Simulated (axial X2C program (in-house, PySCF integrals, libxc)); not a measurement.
Levels of HfO⁻ by electron attachment to HfO (EOM-EA-CCSD)

Calculated with an axial X2C code built on PySCF integrals: two-component X2C with atomic mean-field Coulomb and Gaunt terms, Gaussian nuclei, basis Hf dyall-acv3z, O dyall-av3z with contracted cores.

R = 1.713 Å (near the PBE0 minimum at charge 0 of the determinant lowest at the starting distance; the state shown can have its own minimum elsewhere).

Hartree–Fock spinors of HfO (one of each Kramers pair; a window near the gap, which can cut inner shells):

| ω | occupied | ε (eV) | character |
| --- | --- | --- | --- |
| 3/2 | yes | -32.43 | 100% Hf f |
| 1/2 | yes | -31.15 | 51% O s, 24% Hf f, 10% Hf p |
| 1/2 | yes | -13.26 | 73% O p, 17% Hf d, 3% Hf p |
| 1/2 | yes | -12.83 | 73% O p, 18% Hf d, 4% Hf f |
| 3/2 | yes | -12.79 | 73% O p, 18% Hf d, 4% Hf f |
| 1/2 | yes | -7.32 | 65% Hf s, 11% O p, 9% Hf d |
| 1/2 | no | 0.09 | 83% Hf p, 12% Hf d, 5% O p |
| 3/2 | no | 0.16 | 88% Hf p, 8% Hf d, 4% O p |
| 1/2 | no | 0.25 | 71% Hf p, 23% Hf s, 5% Hf d |
| 1/2 | no | 0.59 | 73% Hf p, 16% Hf s, 8% Hf d |
| 1/2 | no | 0.60 | 55% Hf s, 40% Hf p, 3% Hf d |
| 3/2 | no | 0.68 | 84% Hf p, 11% Hf d, 4% O p |

Levels of HfO⁻ obtained by attaching an electron to HfO:

```
  Ω  binding energy (eV)  above lowest (cm⁻¹)                  attached spinor  one-particle weight
1/2                0.310                    0    72% Hf pπ, 18% Hf dπ, 7% O pπ                 0.93
3/2                0.156                 1245    76% Hf pπ, 16% Hf dπ, 6% O pπ                 0.94
3/2               -0.083                 3170                        94% Hf dδ                 0.89
1/2               -0.109                 3380  60% Hf pσ, 23% Hf sσ, 12% Hf dσ                 0.98
5/2               -0.425                 5924                        97% Hf dδ                 0.88
1/2               -0.445                 6091                        92% Hf pπ                 0.99
3/2               -0.492                 6466                        94% Hf pπ                 0.98
1/2               -0.525                 6735             63% Hf sσ, 33% Hf pσ                 0.99
1/2               -0.681                 7991   60% Hf pσ, 25% Hf dσ, 8% Hf sσ                 0.97
```

Problem. Take the first Ω = 1/2 and Ω = 3/2 rows of π character: how far apart are they, and which lies lower?

Solution. E(3/2) − E(1/2) = 1245 − 0 = 1245 cm⁻¹ at EOM-EA-CCSD: regular, Ω = 1/2 lower. Splittings at this level can be off by ten to twenty per cent.

Negative binding energies belong to unbound states, resonances or levels that the basis set holds; within some tenths of an eV of zero the sign is not settled.

This point took 29 s on 1 thread of Arm Neoverse V2 (shared host).

Reference electrons by ω block (each with its −ω partner): 1/2: 24, 3/2: 11, 5/2: 4, 7/2: 1. 18 electrons of HfO correlated (inner shells frozen), 84 natural virtual spinors (a truncated set); levels can be off by some tenths of an eV. Roots sought by Ω: (1/2: 5, 3/2: 4, 5/2: 2, 7/2: 1); rows need 60 % one-particle weight and stop where some Ω has no more roots. Missing are any skipped roots, higher Ω and states of a further excitation; these come out far too high here and may in truth be low or lowest. T1 of the reference 0.024 (Lee–Taylor). Number of frozen shells: Hf 4 s, 3 p, 2 d, 1 f; O 1 s.
